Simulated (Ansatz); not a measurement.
Ge₂S₄⁻, relaxed as a doublet with UKS PBE-D4/def2-SVPD in Ansatz, starting from the GFN2-xTB geometry. Force threshold 0.02 eV/Å.

The structure comes from a short search, and lower isomers may exist.

Start:

```csv
atom,x (Å),y (Å),z (Å)
Ge1,1.4698,-0.2692,0.1319
Ge2,-2.2291,0.0356,1.1519
S3,-0.5650,-1.3471,1.1569
S4,2.5587,-1.5453,-1.1649
S5,0.2112,1.3096,-1.1822
S6,-1.4456,1.8164,-0.0935
```

```csv
step,energy (eV),largest force component (eV/Å),SCF passes
1,-156321.8835,0.794,22
2,-156321.9343,0.254,24
3,-156321.9458,0.106,23
4,-156321.9488,0.115,23
5 (rejected),-156321.9485,0.280,22
6,-156321.9522,0.023,23
7,-156321.9538,0.065,22
8,-156321.9552,0.086,23
9,-156321.9559,0.057,22
10,-156321.9563,0.022,23
11,-156321.9564,0.006,25
```

Force components are those of the run's own axes.

End:

Cartesian coordinates in Å:
```
Ge 1.3493 -0.2942 0.1029
Ge -2.1656 0.1243 1.2869
S -0.6095 -1.4220 1.0078
S 2.6773 -1.4897 -1.0713
S 0.1818 1.2423 -1.2689
S -1.4333 1.8392 -0.0574
```

By distances, no bond broke or formed. The bond that changes most is Ge1–S3, from 2.52 to 2.43 Å (atoms count from 1).

No frequencies were taken in this run, so the end may be a saddle point.

It took 40 s on 4 threads of Arm Neoverse V1 on a shared host.
